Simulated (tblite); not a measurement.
Q: What does the GFN2-xTB structure of `O=CC1=C2C=CC=C([SiH3])C2=CC=C1` look like in three dimensions?

A: 
```
atom  x, y, z in Å
O1     4.4216   -0.3345    0.0150
C2     3.3847    0.2766    0.1174
C3     2.0532   -0.3223   -0.0256
C4     2.0103   -1.6768   -0.2972
C5     0.7975   -2.3448   -0.4533
C6    -0.3781   -1.6525   -0.3373
C7    -0.3983   -0.2700   -0.0608
C8    -1.6311    0.4279    0.0551
Si9   -3.3066   -0.4259   -0.1490
C10   -1.5995    1.7750    0.3263
C11   -0.3913    2.4608    0.4874
C12    0.8018    1.8009    0.3780
C13    0.8400    0.4192    0.1009
H14    3.4078    1.3595    0.3316
H15    2.9477   -2.2065   -0.3858
H16    0.7916   -3.4033   -0.6654
H17   -1.3201   -2.1665   -0.4578
H18   -3.4624   -1.4761    0.8611
H19   -4.3440    0.5887    0.0355
H20   -3.4173   -1.0017   -1.4921
H21   -2.5249    2.3256    0.4183
H22   -0.4057    3.5200    0.7006
H23    1.7183    2.3538    0.5072
```

Any rigid rotation of these coordinates is as good. Atoms count from 1 in this order. Si9 (SiH3 silicon) is tetrahedral (angles from 107.5° to 110.1°). The 13 heavy atoms lie in one plane (0.001 Å rms). The 6-membered ring C7–C8–C10–C11–C12–C13 has internal angles of 118.2° to 121.5°; it is planar, 0.00 Å rms from its mean plane, widest ring torsion 0°. The 12 C–C bonds span 1.368 Å (C11–C12, aromatic) to 1.467 Å (C2–C3, drawn single), a spread of 0.099 Å.

Bonds between heavy atoms (Å): O1=C2 1.208, C2–C3 1.467, C3–C4 1.382, C4–C5 1.393, C5–C6 1.369, C6–C7 1.410, C7–C8 1.421, C8–Si9 1.892, C8–C10 1.374, C10–C11 1.399, C11–C12 1.368, C12–C13 1.410, C3–C13 1.428, C7–C13 1.426.

Structure optimised with GFN2-xTB, isolated species.

Point group: Cs (tolerance 0.08 Å). Its GFN2-xTB frequencies are all real (lowest 37 cm⁻¹). The numbers are those of one conformer (O1–C2–C3–C4 0°).

The numbers are calculated, not measured.
